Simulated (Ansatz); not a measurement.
Geometry optimisation, Ansatz, RKS r2SCAN-D4/6-31G*.

Input:

```yaml
crystal:
  periodic: [false, false, false]
  atoms:
    - { symbol: O, position_ang: [-0.9613, 1.2305, 1.5216] }
    - { symbol: C, position_ang: [-0.4216, -0.0267, 1.3889] }
    - { symbol: Si, position_ang: [0.84, -0.2907, 0.0398] }
    - { symbol: C, position_ang: [0.185, -0.3153, -1.6314] }
    - { symbol: Cl, position_ang: [-0.8265, 1.1541, -1.9128] }
    - { symbol: H, position_ang: [-1.3945, 1.5317, 0.6448] }
    - { symbol: H, position_ang: [-1.2077, -0.7391, 1.2599] }
    - { symbol: H, position_ang: [0.0787, -0.2269, 2.3528] }
    - { symbol: H, position_ang: [1.5543, -1.5786, 0.336] }
    - { symbol: H, position_ang: [1.9293, 0.7565, 0.1559] }
    - { symbol: H, position_ang: [-0.5843, -1.17, -1.7224] }
    - { symbol: H, position_ang: [0.8855, -0.3805, -2.399] }
basis:
  gaussian: { orbitals: "6-31G*" }
hamiltonian:
  xc: r2scan
  dispersion: d4
relax:
  f_tol: 0.02
  max_steps: 50
output:
  orbitals: {}
```

Run as:

```bash
$ ansatz run input.yaml --threads 2 --pin off --max-ram 3072MiB --backend cpu --events-out ev --progress --plain --runs-dir out
```

Problem. Where does it end, and by what steps?

Solution. The run converged. After 6 steps the energy has fallen by 0.471 eV; Cl5 moved furthest, 0.14 Å.

| step | energy less start (eV) | largest force component (eV/Å) | accepted |
| --- | --- | --- | --- |
| 0 | 0.0000 | 3.542 | yes |
| 1 | -0.3995 | 1.018 | yes |
| 2 | -0.4633 | 0.195 | yes |
| 3 | -0.4683 | 0.098 | yes |
| 4 | -0.4699 | 0.100 | yes |
| 5 | -0.4711 | 0.038 | yes |
| 6 | -0.4712 | 0.010 | yes |

```xyz
12
Properties=species:S:1:pos:R:3
O -0.898 1.323 1.469
C -0.436 -0.028 1.423
Si 0.911 -0.305 0.109
C 0.134 -0.328 -1.628
Cl -0.954 1.111 -1.875
H -1.291 1.516 0.602
H -1.268 -0.745 1.293
H -0.014 -0.234 2.416
H 1.574 -1.636 0.272
H 1.929 0.776 0.167
H -0.490 -1.214 -1.786
H 0.880 -0.291 -2.427
```

Whether the end is a true minimum wasn't checked by a vibrational analysis.

Run time: 19 s on 2 threads of AMD EPYC 9R14 (Zen 4), on a shared host, peak memory 0.19 GiB.
